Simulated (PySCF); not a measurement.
Gas-phase reaction: GaI + 2 IBr → GaI3 + Br2

Computed with PySCF and rigid-rotor harmonic-oscillator thermochemistry at 1 bar. † marks an energy on the PBE0/def2-TZVP geometry and frequencies; other levels use their own. MP2 and CCSD(T) freeze the core. All species are closed-shell singlets. I: scalar-relativistic def2 core potential, no spin-orbit coupling. Br, Ga: all electrons, no relativistic terms. MP2 isn't extrapolated to the basis-set limit. CCSD(T) isn't extrapolated to the basis-set limit.

PBE/def2-SVP gives ΔH°(298 K) = -223 kJ.

### Question
What do MP2/def2-SVP†, CCSD(T)/def2-TZVPP†, r2SCAN/def2-TZVP† give?

### Answer
MP2/def2-SVP†: -287 kJ; CCSD(T)/def2-TZVPP†: -259 kJ; r2SCAN/def2-TZVP†: -249 kJ. For scale, ΔH°(298 K) is -223 kJ at this level, -229 kJ at ωB97M-V/def2-TZVP†, and runs from -290 to -168 kJ over the 18 levels computed († marks an energy on the PBE0/def2-TZVP geometry).
